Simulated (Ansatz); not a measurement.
Cost and result for the atomization energy of F$_{2}$H$_{5}$NO$_{2}$Si$_{2}$ (`O[Si@@H](F)N[Si@@H](O)F`) (12 atoms, 11 bonds).

```xyz
12

O    -0.3334   -2.6802   -0.0218
Si    0.3106   -1.2989    0.5414
F     1.6846   -0.9453   -0.2096
N    -0.7047    0.0444    0.2555
Si   -0.3498    1.6614   -0.2091
O     1.2510    1.8934   -0.2861
F    -1.0440    1.9221   -1.6219
H    -0.6543   -2.7053   -0.9253
H     0.6453   -1.5660    1.9472
H    -1.6906   -0.1479    0.3833
H    -0.9244    2.6618    0.7035
H     1.8099    1.1606   -0.5570
```

The species carries charge 0 and has multiplicity 1. Geometry: relaxed with PBE0-D4/def2-TZVP. It is one conformer, not always the lowest. Program: Ansatz. All runs use 2 threads of an AMD EPYC 7R13 on a shared host and a share of an NVIDIA H100 80 GB. Times are those of one run each, without the atoms' runs, and a repeat can differ threefold. Electronic energies, without spin–orbit coupling; frozen cores. CCSD(T)/CBS adds CCSD(T) − MP2 in def2-TZVPP to the MP2 limit, and its time is that of the two runs behind it. T1 = 0.012. B3LYP takes the VWN-RPA correlation (the form of Gaussian; ORCA's B3LYP/G).

CCSD(T)/CBS is a level of theory with its own doubt, some kJ/mol a heavy atom from the limit and from the frozen cores, so smaller differences don't rank the functionals.

```
                             level  functions  wall time
   PBE-D4/def2-TZVPP (with forces)        309      5.5 s
                PBE0-D4/def2-TZVPP        309        6 s
                    MP2/def2-QZVPP        575      6.5 s
                 B2PLYP/def2-TZVPP        309        7 s
  ωB97M-V/def2-TZVPP (with forces)        309      7.5 s
r2SCAN-D4/def2-TZVPP (with forces)        309        8 s
 B3LYP-D4/def2-TZVPP (with forces)        309      8.5 s
                CCSD(T)/def2-TZVPP        309      8.5 s
                ωB97X-V/def2-TZVPP        309      8.5 s
                 CCSD(T)/CBS(def2)          –       15 s
```

Question: What atomization energy does each give, and how far from CCSD(T)/CBS? (Estimate.)

Answer: The calculation gave: 
```tsv
level	atomization (kJ/mol)	difference from CCSD(T)/CBS	per bond
PBE-D4/def2-TZVPP (with forces)	4885.6	3.1	0.3
PBE0-D4/def2-TZVPP	4775.4	-107.1	-9.7
MP2/def2-QZVPP	4968.4	85.9	7.8
B2PLYP/def2-TZVPP	4794.1	-88.4	-8.0
ωB97M-V/def2-TZVPP (with forces)	4866.3	-16.2	-1.5
r2SCAN-D4/def2-TZVPP (with forces)	4841.3	-41.2	-3.7
B3LYP-D4/def2-TZVPP (with forces)	4821.4	-61.1	-5.6
CCSD(T)/def2-TZVPP	4717.2	-165.3	-15.0
ωB97X-V/def2-TZVPP	4863.9	-18.6	-1.7
CCSD(T)/CBS(def2)	4882.5	0.0	0.0
```

The D4 term adds +48.2 kJ/mol with B3LYP and +25.4 kJ/mol with PBE0; it sums over pairs of atoms, weighted by their polarisabilities, and B3LYP, whose exchange is more repulsive, gets the larger term. From PBE to PBE0 (25 % exact exchange), in def2-TZVPP and without D4, the atomization energy moves by −105.7 kJ/mol: exact exchange takes away binding that semilocal exchange gives to molecules. In def2-TZVPP, CCSD(T) changes the Hartree–Fock value by +1248.2 kJ/mol (the triples alone add +73.4 kJ/mol) and MP2 by +1398.2 kJ/mol; breaking electron pairs costs correlation energy, which Hartree–Fock lacks.
